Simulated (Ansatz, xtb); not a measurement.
CH4NSn−: which of two isomers lies lower

Structure I: `[CH2]1[NH][SnH-]1`, a singlet. Structure II: `C=[N][SnH2-]`, a singlet. Both are isolated ions in the gas phase, relaxed with PBE0-D3(BJ)/def2-SVPD; the shapes shown needn't be the lowest conformers.

I (Å):

```yaml
atoms:
  - { symbol: C, position_ang: [-0.2057, 0.6736, 0.1732] }
  - { symbol: N, position_ang: [-0.9153, -0.5437, 0.4000] }
  - { symbol: Sn, position_ang: [-1.9634, 0.6009, -1.2323] }
  - { symbol: H, position_ang: [-0.4380, -1.3138, -0.0651] }
  - { symbol: H, position_ang: [0.7984, 0.6302, -0.2762] }
  - { symbol: H, position_ang: [-0.2617, 1.3947, 1.0013] }
  - { symbol: H, position_ang: [-0.8977, -0.1129, -2.5303] }
```

II (Å):

```xyz
7

C     0.7230    0.4957   -0.3569
N    -0.0132   -0.0824   -1.1945
Sn   -2.1903    0.1243   -1.1169
H     1.8386    0.4513   -0.4347
H     0.3539    1.0834    0.5208
H    -2.1692    0.7693    0.5830
H    -2.4066   -1.5678   -0.5387
```

Problem. Which of the two would you expect CCSD(T)/def2-SVPD + ΔMP2/def2-TZVPPD electronic energies to favour?

Solution. Too close to call at this level: CCSD(T)/def2-SVPD + ΔMP2/def2-TZVPPD gives E(II) − E(I) = −0.025 eV.

Level by level:

```tsv
level	geometry	E(II) − E(I) (eV)	departure from the last row (eV)	job, with rough time for the two
GFN2-xTB	GFN2-xTB	−0.482	−0.456	optimisation, 0.12 s
HF/STO-3G	GFN2-xTB	+0.031	+0.057	single point, 0.54 s
r2SCAN-D4/def2-SVPD	GFN2-xTB	+0.030	+0.055	single point, 3.4 s
PBE0-D3(BJ)/def2-SVPD	PBE0-D3(BJ)/def2-SVPD	−0.029	−0.004	optimisation, 50 s
HF/def2-SVPD	PBE0-D3(BJ)/def2-SVPD	−0.666	−0.641	part of the CCSD(T) run
MP2/def2-SVPD	PBE0-D3(BJ)/def2-SVPD	−0.020	+0.006	part of the CCSD(T) run
CCSD(T)/def2-SVPD	PBE0-D3(BJ)/def2-SVPD	−0.198	−0.173	single point
CCSD(T)/def2-SVPD + ΔMP2/def2-TZVPPD	PBE0-D3(BJ)/def2-SVPD	−0.025		single point, 29 s
```

As drawn, II has 1 C=N, 1 Sn–H in place of 1 C–N, 1 C–Sn, 1 N–H. Structure I has a 3-membered ring, II no ring.

The largest departure from CCSD(T)/def2-SVPD + ΔMP2/def2-TZVPPD is that of HF/def2-SVPD, 0.641 eV. The last row adds to CCSD(T) the change of the MP2 difference between the two basis sets, here +0.173 eV, a large step that makes the value less sure.

With harmonic frequencies from PBE0-D3(BJ)/def2-SVPD (ideal gas, rigid rotor, one conformer each, 298.15 K, 1 atm): on the last row, ΔE + ΔZPE = −0.190, ΔH = −0.170, ΔG = −0.214 eV.

The correlated steps freeze 6 core orbitals; the filled d shell of Sn is correlated, in a basis made for valence electrons. Atoms past krypton carry core potentials in the def2 sets, other sets are all-electron and non-relativistic, and no spin–orbit term is included. Run with Ansatz 0.2.0, xtb 6.7.1; the last row on 2 threads of Arm Neoverse V2 on a shared host.
